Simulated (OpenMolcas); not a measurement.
# Cr2+, Mo2+, W2+: d4 down the group

| Item | Value |
| --- | --- |
| Program | OpenMolcas 26.06 |
| Method | CASSCF |
| Basis | ANO-RCC-VQZP |
| Scalar Hamiltonian | DKH2, point nucleus |
| Spin-orbit coupling | RASSI with atomic mean-field integrals over the reference wave functions, term energies averaged over their components |

Active space for each ion: 4 electrons in 10 orbitals (d d).

Computed levels in cm-1 above 5D0:

```csv
Level,Cr2+,Mo2+,W2+
5D1,67.5,222,1710
5D2,200,632,3705
5D3,395,1187,5667
5D4,647,1855,7506
3H4,19099,15290,15898
3H5,19249,15817,19011
3H6,19420,16328,20642
3P0(1),20583,15592,14601
3P1(1),20979,16847,19437
weight of 5D in the lowest level (%),100,99,83
```

Mixed levels, with the weight of the term that names them: W2+ 3H4 (66 %), W2+ 3P0(1) (72 %).

Measured, with the error of the calculation in %. Measured levels: Cr2+ from Sugar and Corliss, J. Phys. Chem. Ref. Data 6, 317 (1977); Mo2+ from Sugar and Musgrove, J. Phys. Chem. Ref. Data 17, 155 (1988); W2+ from NIST levels as listed in McCann et al., Mon. Not. R. Astron. Soc. 538, 537 (2025).

| Level | Cr2+ | Mo2+ | W2+ |
| --- | --- | --- | --- |
| 5D1 | 62.2 (+8.6) | 242 (-8.1) | 2256 (-24.2) |
| 5D2 | 183 (+9.5) | 668 (-5.5) | 4461 (-16.9) |
| 5D3 | 357 (+10.8) | 1224 (-3.0) | 6278 (-9.7) |
| 5D4 | 576 (+12.3) | 1872 (-0.9) | 7687 (-2.4) |
| 3H4 | 17274 (+10.6) | 12680 (+20.6) | 13701 (+16.0) |
| 3H5 | 17397 (+10.6) | 13276 (+19.1) |  |
| 3H6 | 17531 (+10.8) | 13811 (+18.2) |  |
| 3P0(1) | 16771 (+22.7) | 11149 (+39.8) | 9904 (+47.4) |
| 3P1(1) | 17169 (+22.2) | 12510 (+34.7) |  |

The fine-structure level 5D4 changes by a factor of 11.6 from Cr2+ to W2+.

Without spin-orbit coupling 3H lies 18893, 14808, 14115 cm-1 above 5D in that order; the difference to the level 3H4, of either sign, comes from spin-orbit coupling, which also lowers the zero.

Without dynamic correlation excited terms often stand tens of per cent too high (terms of higher spin than the ground term too low), and those without a measured partner can miss by more than the paired ones. Active for correlation alone: 4d; no level in the range computed is led by a configuration that fills it, so any true level of that kind is missing (holds for Cr2+). Active for correlation alone: 5d; no level in the range computed is led by a configuration that fills it, so any true level of that kind is missing (holds for Mo2+). Active for correlation alone: 6d; no level in the range computed is led by a configuration that fills it, so any true level of that kind is missing (holds for W2+). Measured partners are found by configuration, term and J. A level has none where our copy of the source lacks it or the pairing is in doubt (some pairs that miss far off the trend of their configuration count as doubtful), and it then counts in no deviation. Levels of configurations outside the active space are missing.

A number in round brackets counts repeated terms of one configuration in the order of the reference energies.
